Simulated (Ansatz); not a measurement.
Geometry optimisation, Ansatz 0.2.0, RKS CAM-B3LYP-D4/def2-SVP.

Input:

```yaml
crystal:
  periodic: [false, false, false]
  atoms:
    - { symbol: C, position_ang: [-0.9664, 2.0068, 0.8372] }
    - { symbol: Te, position_ang: [1.0296, 1.6124, 1.2779] }
    - { symbol: Al, position_ang: [0.592, -0.911, 0.7668] }
    - { symbol: Si, position_ang: [0.8404, -1.6925, -1.4409] }
    - { symbol: H, position_ang: [-1.1921, 3.1328, 0.9261] }
    - { symbol: H, position_ang: [-1.2357, 1.7695, -0.2217] }
    - { symbol: H, position_ang: [-1.65, 1.4942, 1.5218] }
    - { symbol: H, position_ang: [0.2658, -1.8921, 1.9566] }
    - { symbol: H, position_ang: [-0.2035, -0.9664, -2.2294] }
    - { symbol: H, position_ang: [2.1254, -1.4677, -1.93] }
    - { symbol: H, position_ang: [0.4599, -3.1429, -1.4437] }
basis:
  gaussian: { orbitals: def2-SVP }
hamiltonian:
  xc: cam_b3lyp
  dispersion: d4
relax:
  f_tol: 0.015
  max_steps: 40
```

Launched with:

```bash
$ ansatz run input.yaml --threads 2 --pin off --max-ram 3072MiB --backend cpu --events-out ev --progress --plain --runs-dir out
```

Q: Where does it end, and by what steps?

A: The forces met the threshold. After 15 steps the energy has fallen by 0.731 eV; Te2 moved furthest, 1.48 Å.

```json
{"step": "0", "energy less start (eV)": "0.0000", "largest force component (eV/Å)": "2.327", "accepted": "yes"}
{"step": "1", "energy less start (eV)": "-0.2785", "largest force component (eV/Å)": "0.780", "accepted": "yes"}
{"step": "2", "energy less start (eV)": "-0.3430", "largest force component (eV/Å)": "0.329", "accepted": "yes"}
{"step": "3", "energy less start (eV)": "-0.3587", "largest force component (eV/Å)": "0.070", "accepted": "yes"}
{"step": "4", "energy less start (eV)": "-0.3893", "largest force component (eV/Å)": "0.315", "accepted": "yes"}
{"step": "5", "energy less start (eV)": "-0.4290", "largest force component (eV/Å)": "0.489", "accepted": "yes"}
{"step": "6", "energy less start (eV)": "-0.4857", "largest force component (eV/Å)": "0.440", "accepted": "yes"}
{"step": "7", "energy less start (eV)": "-0.5543", "largest force component (eV/Å)": "0.397", "accepted": "yes"}
{"step": "8", "energy less start (eV)": "-0.6200", "largest force component (eV/Å)": "0.276", "accepted": "yes"}
{"step": "9", "energy less start (eV)": "-0.6644", "largest force component (eV/Å)": "0.289", "accepted": "yes"}
{"step": "10", "energy less start (eV)": "-0.7053", "largest force component (eV/Å)": "0.166", "accepted": "yes"}
{"step": "11", "energy less start (eV)": "-0.7254", "largest force component (eV/Å)": "0.080", "accepted": "yes"}
{"step": "12", "energy less start (eV)": "-0.7283", "largest force component (eV/Å)": "0.079", "accepted": "yes"}
{"step": "13", "energy less start (eV)": "-0.7306", "largest force component (eV/Å)": "0.045", "accepted": "yes"}
{"step": "14", "energy less start (eV)": "-0.7311", "largest force component (eV/Å)": "0.019", "accepted": "yes"}
{"step": "15", "energy less start (eV)": "-0.7313", "largest force component (eV/Å)": "0.015", "accepted": "yes"}
```

```xyz
11
Properties=species:S:1:pos:R:3
C -0.967 1.937 0.514
Te 0.038 1.048 2.220
Al 0.889 -1.038 1.119
Si 0.505 -1.487 -1.257
H -0.867 3.025 0.605
H -0.506 1.603 -0.421
H -2.027 1.658 0.530
H 1.699 -2.014 2.064
H -0.491 -0.561 -1.869
H 1.779 -1.346 -2.024
H 0.013 -2.882 -1.460
```

Run time: 76 s on 2 threads of Arm Neoverse V1, with other jobs on the host, peak memory 0.34 GiB.
